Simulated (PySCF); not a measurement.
Structure problem from calculated spectra and properties.

Formula: C4H10O2Si.

- UV, strongest line: among the 8 lowest singlet transitions: S8 at 7.59 eV (163 nm, f = 0.071) [TDDFT CAM-B3LYP/def2-SVPD]
- UV, first state: lowest singlet excitation: 3.52 eV (352 nm, f = 0.001) [TDDFT CAM-B3LYP/def2-SVPD]
- Rotational structure: rotational constants A, B, C: 4.845, 1.117, 0.941 GHz [GFN2-xTB]
- 1H NMR: chemical shifts (computed TMS as zero) by class: 4.95 (2 H), 4.22 (3 H), 2.52 (2 H), 1.02 (3 H) ppm [GIAO PBE0/pcSseg-1]
- NMR, other nuclei: isotropic shieldings of nuclei other than C and H, by class: -481 (1 O), 344 (1 O), 403 (1 Si) ppm [GIAO PBE0/pcSseg-1]
- Triplet: lowest triplet excitation (Tamm–Dancoff): 2.88 eV [TDA CAM-B3LYP/def2-SVPD]
- 13C NMR: chemical shifts (computed TMS as zero) by class: 253.4 (1 C), 53.4 (1 C), 45.2 (1 C), 7.2 (1 C) ppm [GIAO PBE0/pcSseg-1]

Gas-phase values; electronic properties from PySCF, density fitting. Levels stand in brackets. One conformer (not necessarily the lowest) at the GFN2-xTB geometry, without solvent, vibrations or thermal averaging. NMR classes are plain means over equivalent atoms (diastereotopic ones count apart unless rotation or inversion swaps them), as if these changed places fast.

Question: What is the compound? Reason from the data.

Answer: Numbering: `[CH3:1][CH2:2][C:3](=[O:4])[SiH2:5][O:6][CH3:7]`. Its formula, C4H10O2Si, gives 1 degree of unsaturation: 0 rings and 1 π bond in the structure found. 4 carbons fall into 4 classes; from least to most shielded: carbonyl carbon [C3] (253.4 ppm), methoxy carbon [C7] (53.4 ppm), sp3 carbon next to a carbonyl [C2] (45.2 ppm), methyl carbon [C1] (7.2 ppm). Hydrogen classes from least to most shielded: 2 H on an oxygen-bound silicon, Si5 (4.95 ppm), 3 H on a methoxy carbon, C7 (4.22 ppm, a mean of values up to 1.4 ppm apart in this geometry), 2 H on an sp3 carbon next to a carbonyl, C2 (2.52 ppm), 3 H on a methyl carbon, C1 (1.02 ppm). The other shieldings belong to: -481 ppm, carbonyl oxygen [O4]; 344 ppm, silyl ether oxygen [O6]; 403 ppm, oxygen-bound silicon [Si5]. The optimised geometry has point group C1 and is an asymmetric top. Structure: `CCC(=O)[SiH2]OC`. Computed isomers that give other values at the same levels: `CC1([SiH](O)O)CC1` (13C chemical shifts (computed TMS as zero) by class: 21.6 (1 C), 8.5 (2 C), 5.1 (1 C) ppm); `C[Si](C)(C)OC=O` (13C chemical shifts (computed TMS as zero) by class: 165.3 (1 C), 0.3 (3 C) ppm); `C=C(CC)O[SiH2]O` (13C chemical shifts (computed TMS as zero) by class: 169.6 (1 C), 92.8 (1 C), 35.5 (1 C), 16.1 (1 C) ppm). The assignments are read from this structure; whether some other isomer fits the data as well wasn't checked.

Conformer computed: `[CH3:1][CH2:2][C:3](=[O:4])[SiH2:5][O:6][CH3:7]`: C1–C2–C3–O4 1°, C2–C3–Si5–O6 -160°, C3–Si5–O6–C7 -48°.
